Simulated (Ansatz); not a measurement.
Geometry optimisation, Ansatz 0.2.0, RKS B3LYP-D4/def2-SVP.

The input (input.yaml):

```yaml
crystal:
  periodic: [false, false, false]
  atoms:
    - { symbol: Ga, position_ang: [-1.028, -0.2985, -0.2253] }
    - { symbol: Br, position_ang: [1.0864, -1.9456, 0.6622] }
    - { symbol: H, position_ang: [-1.325, -0.5542, -1.7158] }
    - { symbol: H, position_ang: [-1.9803, 0.0073, 0.9526] }
    - { symbol: H, position_ang: [1.3716, -0.0194, 0.2451] }
    - { symbol: O, position_ang: [0.7328, 1.0094, -0.1334] }
    - { symbol: H, position_ang: [1.1425, 1.801, 0.2146] }
basis:
  gaussian: { orbitals: def2-SVP }
hamiltonian:
  xc: b3lyp
  dispersion: d4
relax:
  f_tol: 0.15
  max_steps: 25
  restrain:
    - { distance: [0, 5], at: 1.88, k: 30.0 }
    - { distance: [4, 1], at: 1.51, k: 30.0 }
    - { distance: [0, 1], at: 3.72, k: 30.0 }
    - { distance: [4, 5], at: 2.27, k: 30.0 }
```

Command:

```bash
$ ansatz run input.yaml --threads 2 --pin off --max-ram 3072MiB --backend cpu --events-out ev --progress --plain --runs-dir out
```

Problem. Where does it end, and by what steps?

Solution. The run converged. The restraints hold the end off the free minimum. After 8 steps the energy has fallen by 0.017 eV (the restraints' own energy left out); H5 moved furthest, 0.76 Å. Parted: Ga1–Br2. Joined: Br2–H5.

| step | energy less start (eV) | largest force component (eV/Å) | accepted |
| --- | --- | --- | --- |
| 0 | 0.0000 | 4.063 | yes |
| 1 | 0.7403 | 2.433 | yes |
| 2 | 0.7550 | 2.300 | yes |
| 3 | 0.3856 | 1.823 | yes |
| 4 | 0.1784 | 0.954 | yes |
| 5 | 0.0430 | 0.935 | yes |
| 6 | 0.0063 | 0.921 | yes |
| 7 | -0.0084 | 0.891 | yes |
| 8 | -0.0167 | 0.836 | yes |

```xyz
7
Properties=species:S:1:pos:R:3
Ga -1.109 0.189 -0.359
Br 1.615 -2.040 0.843
H -1.341 -0.571 -1.697
H -2.005 0.353 0.910
H 1.718 -0.699 0.225
O 0.498 1.114 -0.357
H 0.624 1.654 0.436
```

Whether the end is a true minimum wasn't checked by a vibrational analysis.

Run time: 25 s on 2 threads of Arm Neoverse V2, with other jobs on the host, peak memory 0.23 GiB.
